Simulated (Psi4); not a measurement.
C$_{4}$H$_{4}$N (SMILES [c-]1cc[nH]c1), charge -1, singlet, geometry from GFN2-xTB (a gas-phase anion, which may not be bound at this level). Base run: MP2/6-31G (Psi4).

Psi4 was given this input:
```
memory 2 GB

molecule {
-1 1
  H    -0.02361208   -0.00903330    2.11033186
  N    -0.01195216    0.01503237    1.09704447
  C     0.01575145    1.13269334    0.24842767
  C    -0.02097855   -1.08973227    0.28483805
  C     0.02524534    0.80457479   -1.08776751
  C     0.00064455   -0.64671222   -1.00864412
  H     0.02635805    2.11162462    0.73353758
  H    -0.04212282   -2.08743635    0.71986259
  H    -0.00093481   -1.32532347   -1.86416783
}

set basis 6-31g

energy('mp2')
print_variables()
```

Q: The base was run again with changes. Order these runs by total energy, lowest first: method = cisd | method = scs-mp2 | method = ccsd | method = mp2.5 | method = qcisd(t) | method = mp4.

A: method = qcisd(t) (ΔE vs base (kcal/mol) -30.89), method = mp4 (ΔE vs base (kcal/mol) -29.50), method = ccsd (ΔE vs base (kcal/mol) -18.83), method = mp2.5 (ΔE vs base (kcal/mol) -4.76), method = scs-mp2 (ΔE vs base (kcal/mol) 5.63), method = cisd (ΔE vs base (kcal/mol) 26.82)

A gas-phase anion may not be bound at this level; its values then depend on the basis.
